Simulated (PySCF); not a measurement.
Se (selenium, neutral): MN15 calculation

Configuration: [Ar] 3d10 4s2 4p4, high-spin 3P determinant. Computed with PySCF 2.14 in x2c-TZVPPall, with scalar relativity by spin-free X2C-1e.

```json
{
  "Total energy": "-2431.294 hartree",
  "One-electron energy": "-3377.086 hartree",
  "Hartree (Coulomb) energy": "1035.752 hartree",
  "Exchange-correlation energy": "-89.959 hartree",
  "⟨S²⟩": "2.0035",
  "⟨L²⟩": "2.016",
  "Sum of ⟨r⟩": "25.22 bohr",
  "Sum of ⟨r²⟩": "40.27 bohr²",
  "Traceless quadrupole moment −½Σ⟨3z² − r²⟩ along its main axis": "-2.43 e·bohr²",
  "Langevin diamagnetic susceptibility": "-31.9 ×10⁻⁶ cm³/mol"
}
```

```tsv
shell	electrons	mean orbital energy (hartree)	spread (hartree)	rms radius, mean of both spins (bohr)
1s α	1	-459.13417	0	0.0508
1s β	1	-459.13225	0	0.0508
2s α	1	-58.59053	0	0.214
2s β	1	-58.58244	0	0.214
2p α	3	-52.15077	0.00754	0.189
2p β	3	-52.14802	0.00723	0.189
3s β	1	-7.74779	0	0.625
3s α	1	-7.74736	0	0.625
3p α	3	-5.73221	0.01954	0.642
3p β	3	-5.72994	0.01617	0.642
3d α	5	-2.14507	0.01982	0.704
3d β	5	-2.14221	0.01729	0.704
4s α	1	-0.75176	0	1.95
4s β	1	-0.66195	0	1.95
4p α	3	-0.32890	0.04080	2.46
4p β	1	-0.27159	0	2.46
```

Densities and radii are taken from the X2C orbitals without a picture-change correction, which distorts them close to the nucleus.
